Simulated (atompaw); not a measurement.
## Before and after: PAW (atompaw) potential for beryllium (Be)

atompaw 4.2.0.5 input, output lines left out:

```
Be 4
GGA-PBESOL scalarrelativistic loggrid 1500 logderivrange -2 5 176
2 2 0 0 0 0
2 1 0
0 0 0
c
v
v
2
3.00 2.85 2.95 1.70
y
1.8
n
y
2.4
n
y
0.4
y
2.2
n
custom polynom vanderbiltortho gaussian
3 -0.5 ultrasoft
3.00
3.00
3.00
3.00
3.00
3.00
```

Change: wave 2s (bound): rc 3.00 bohr becomes 2s (bound): rc 1.76 bohr.

Cutoffs: the cutoffs (Ry, on a coarse ladder) from which the occupation-weighted sum of valence levels, in a spherical-Bessel basis at the reference potential, stays within 10 and 1 mRy of its value at 400 Ry; they do not see the model core or the augmentation charge, which bear on the density cutoff.

Problem. What does the change do?

Solution. The potential gets harder (6 Ry and 6 Ry → 8 Ry and 15 Ry); neither file shows a bound ghost.

```tsv
quantity	base	changed
cutoff, loose	6 Ry	8 Ry
cutoff, tight	6 Ry	15 Ry
bound ghosts	none	none
s: phases at 3.01 bohr within 0.05 rad from the reference energy up to (Ry; the scan ends near 5)	to the end of the scan	to the end of the scan
p: phases at 3.01 bohr within 0.05 rad from the reference energy up to (Ry; the scan ends near 5)	to the end of the scan	to the end of the scan
d: phases at 3.01 bohr within 0.05 rad from the reference energy up to (Ry; the scan ends near 5)	4.2	4.2
lowest overlap eigenvalue by channel	s 0.51, p 0.90, d 0.98	s 0.06, p 0.90, d 0.98
```

 The cutoffs see the waves, projectors and local potential, not the compensation charge or the core.
